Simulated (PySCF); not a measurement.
# [MnCl5]2-: what the settings change

[MnCl5]2-: Mn(III) (d4), charge -2. The structure is a PBE0-D3(BJ)/def2-TZVP, IEF-PCM water geometry optimised for multiplicity 5; coordination trigonal bipyramidal, point group C2v, metal–donor distances 2.28–2.36 Å.

```
6

Mn    0.000    0.000    0.000
Cl   -0.005    0.000    2.276
Cl   -0.005    0.000   -2.276
Cl    2.353    0.000    0.000
Cl   -1.153    2.054    0.000
Cl   -1.153   -2.054    0.000
```

Method (PySCF 2.14, density fitting): CASSCF(4,5) with orbitals averaged over all microstates of the shell, strongly contracted NEVPT2 on the averaged canonical orbitals; basis x2c-TZVPall on the metal, x2c-SVPall elsewhere; spin-free X2C; IEF-PCM water; spin-orbit coupling by state interaction with the mean-field operator over all roots.

Base run: NEVPT2 ground state 5A1, next 5A1 at 14526, then 5B2 at 14812 cm⁻¹, B(CASSCF) 1040, ζ 314 cm⁻¹, D 2.67 cm⁻¹, g 1.981 1.982 2.002, μeff(300 K) 4.88 μB.

(1) What happens with the basis x2c-TZVPall on all atoms?

(2) What happens with orbitals averaged over the highest spin alone?

Charge-transfer states lie outside this active space and may come lower than some of these levels. NEVPT2 lifts 5B2 from 11419 to 14812 cm⁻¹; on the d shell alone such lifts tend to overshoot. NEVPT2 on the d shell alone tends to put d–d bands too high for such charged or covalently bound ions.

Answers

(1) NEVPT2 ground state 5A1, next 5A1 at 14414, then 5B2 at 14702 cm⁻¹, B(CASSCF) 1040, ζ 314 cm⁻¹, D 2.67 cm⁻¹, g 1.981 1.982 2.002, μeff(300 K) 4.88 μB. It took 30 s against 15 s on a shared host of the same kind.

(2) NEVPT2 ground state 5A1, next 5A1 at 13708, then 5B2 at 13972 cm⁻¹, B(CASSCF) 1093, ζ 331 cm⁻¹, D 2.97 cm⁻¹, g 1.977 1.978 2.002, μeff(300 K) 4.88 μB.
